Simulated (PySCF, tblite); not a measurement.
Compound: C5H15NSi.
Structure used (GFN2-xTB), in Å, numbered top down from 1:
```xyz
22
C5H15NSi angstrom
C     -2.2090   -0.8576   -0.5316
C     -1.4368    0.2166   -1.2891
Si     0.0304    0.9432   -0.3127
C     -0.5921    1.7928    1.2679
N      1.0695   -0.3510    0.1589
C      2.0459   -0.1918    1.2089
C      1.4492   -1.3937   -0.7625
H     -3.0279   -1.2480   -1.1350
H     -1.5559   -1.6852   -0.2665
H     -2.6267   -0.4489    0.3852
H     -1.0945   -0.1908   -2.2409
H     -2.1175    1.0301   -1.5426
H      0.6698    1.9695   -1.1725
H     -0.8300    1.0752    2.0470
H     -1.4900    2.3654    1.0603
H      0.1444    2.4832    1.6660
H      3.0282    0.0889    0.8095
H      2.1596   -1.1335    1.7539
H      1.7220    0.5779    1.9016
H      0.6883   -1.5099   -1.5271
H      1.5582   -2.3410   -0.2258
H      2.4045   -1.1718   -1.2537
```

Method used: PBE0/pcSseg-1 in PySCF (dipole) on a GFN2-xTB geometry, gas phase.

Take the most abundant isotopes and a rigid rotor. The values belong to one conformer with, in the numbering `[CH3:1][CH2:2][Si@@H:3]([CH3:4])[N:5]([CH3:6])[CH3:7]`, C1–C2–Si3–C4 -62°, C2–Si3–N5–C6 -162°.

(1) What are A, B and C (MHz)?

(2) What kind of rotor is it?

(3) What does the inertial defect say?

(4) Where do the levels up to J = 3 lie, in MHz?

(5) Predict some low-J microwave lines.

(6) Estimate the classical rotational partition function at 50 K, 100 K and 500 K.

Answers

(1) Ia = 205.93, Ib = 302.30, Ic = 414.47 u·Å²; 505379 MHz·u·Å²/I gives A = 2454, B = 1672, C = 1219 MHz.

(2) An asymmetric top. Ray's parameter κ = (2B − A − C)/(A − C) = -0.267; −1 is the prolate and +1 the oblate limit.

(3) Not planar: Δ = Ic − Ia − Ib = -93.76 u·Å². For a rigid frame Δ = −2 Σ m c², so Σ m c² = 46.88 u·Å² lies off the ab plane: 17.93 from hydrogen and 28.95 from heavier atoms. The atom farthest from that plane is 2.04 Å away.

(4) Above 0(0,0):
J = 1: 1(0,1) 2891, 1(1,1) 3673, 1(1,0) 4126
J = 2: 2(0,2) 8526, 2(1,2) 9003, 2(1,1) 10361, 2(2,1) 12707, 2(2,0) 12854
J = 3: 3(0,3) 16692, 3(1,3) 16917, 3(1,2) 19600, 3(2,2) 21381, 3(2,1) 22036, 3(3,1) 26504, 3(3,0) 26536
Those of J = 1 are B + C, A + C and A + B.

(5) The dipole components are |μa| = 0.37 D, |μb| = 0.25 D, |μc| = 0.31 D. Intensities carry the squares of the components, which stand as 1.00 : 0.44 : 0.70 (a : b : c). Some lines, for components of 0.1 D or more:

```
type  branch         J(Ka,Kc)   MHz  lower level (cm⁻¹)
   a       Q  1(1,0) ← 1(1,1)   452               0.123
   c       Q  2(1,2) ← 2(0,2)   477               0.284
   c       Q  1(1,1) ← 1(0,1)   782               0.096
   b       Q  1(1,0) ← 1(0,1)  1235               0.096
   a       Q  2(1,1) ← 2(1,2)  1357               0.300
   b       Q  2(1,1) ← 2(0,2)  1834               0.284
   c       Q  2(2,1) ← 2(1,1)  2347               0.346
   b       Q  2(2,0) ← 2(1,1)  2494               0.346
   a       R  1(0,1) ← 0(0,0)  2891               0.000
   b       R  1(1,1) ← 0(0,0)  3673               0.000
   b       Q  2(2,1) ← 2(1,2)  3704               0.300
   c       R  1(1,0) ← 0(0,0)  4126               0.000
   b       R  2(0,2) ← 1(1,1)  4853               0.123
   a       R  2(1,2) ← 1(1,1)  5330               0.123
   a       R  2(0,2) ← 1(0,1)  5635               0.096
   b       R  2(1,2) ← 1(0,1)  6112               0.096
   a       R  2(1,1) ← 1(1,0)  6235               0.138
   c       R  2(1,1) ← 1(0,1)  7469               0.096
   b       R  2(2,1) ← 1(1,0)  8582               0.138
   c       R  2(2,0) ← 1(1,0)  8728               0.138
   c       R  2(2,1) ← 1(1,1)  9034               0.123
   b       R  2(2,0) ← 1(1,1)  9181               0.123
```

(6) Point group C1, symmetry number σ = 1; q = (√π/σ)·√((kT/h)³/(ABC)), k/h = 20836.6 MHz/K: 26600 at 50 K, 75400 at 100 K, 843000 at 500 K.

Its GFN2-xTB frequencies are all real (lowest 51 cm⁻¹). No vibrational averaging or centrifugal distortion is included, and the geometry carries the error of its method. A rigid rotor knows nothing of internal rotation, which can split or shift real lines. Quadrupole hyperfine structure (14N) is left out.
